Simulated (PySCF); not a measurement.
## Working with the constants of HgO⁺

r²SCAN constants of HgO⁺, ²Π (doublet), unpaired electrons π ↑ (basis Hg cc-pVDZ-PP with ECP60, O cc-pVDZ; scalar-relativistic core potentials; PySCF 2.14; masses 201.9706 and 15.9949 u):

```
ωe              : 523.7 cm⁻¹
ωexe            : 5.33 cm⁻¹
Be              : 0.29038 cm⁻¹
αe              : 0.00284 cm⁻¹
D (centrifugal) : 3.57e-07 cm⁻¹
De to Hg⁺ + O   : 1.30 eV
```

Give the vibrational terms G(v) and spacings up to v = 3.

G(v) = ωe(v+½) − ωexe(v+½)².

| v | G(v) (cm⁻¹) | G(v) − G(v−1) | Bv (cm⁻¹) |
| --- | --- | --- | --- |
| 0 | 261 |  | 0.2890 |
| 1 | 774 | 513 | 0.2861 |
| 2 | 1276 | 502 | 0.2833 |
| 3 | 1768 | 492 | 0.2804 |

How well does the Morse estimate ωe²/(4ωexe) reproduce De, and what is D0?

It gives 1.59 eV, 123 % of the computed De. D0 = De − G(0) = 1.30 − 0.03 = 1.27 eV.

These are scalar-relativistic numbers at best; spin–orbit coupling would shift them, the dissociation energy most. For an ion De counts to the pair picked by the measured ionisation energies or electron affinities, which need not be the lowest pair at this level. The state is the lowest determinant that a PBE0 search found; another state may lie lower at other levels.
